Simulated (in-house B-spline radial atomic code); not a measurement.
V²⁺ is squeezed into an impenetrable sphere of radius R (the orbitals vanish at R). Computed with an all-electron radial atomic-structure program (B-spline basis): non-relativistic r2SCAN, spin-polarised, spherical fractional occupations, point nucleus.

Energies in eV above the free ion in [Ar] 3d3:

| R (bohr) | highest level (eV) | [Ar] 3d3 | [Ne] 3s2 3p5 3d4 |
| --- | --- | --- | --- |
| 8.59 | -22.5 | 2.483e-05 | 35.31 |
| 6.61 | -22.5 | 0.002369 | 35.31 |
| 5.03 | -22.3 | 0.06684 | 35.37 |
| 4.58 | -22.2 | 0.1678 | 35.47 |
| 3.51 | -20.8 | 1.503 | 36.91 |
| 3.28 | -20.1 | 2.463 | 37.97 |
| 2.53 | -13.7 | 14.6 | 51.14 |
| 2.37 | -10.7 | 22.34 | 59.34 |
| 1.89 | 7.76 | 88.8 | 127.9 |
| 1.54 | 41.3 | 266.8 | 306.6 |

**Question.** Does [Ne] 3s2 3p5 3d4 fall below [Ar] 3d3 under compression?

**Answer.** No, it stays above over the whole range.

The highest level is first positive in the row R = 1.89 bohr, pushed up by confinement above the zero of the free ion's potential. Each configuration is held fixed and needn't be the lowest in the sphere.
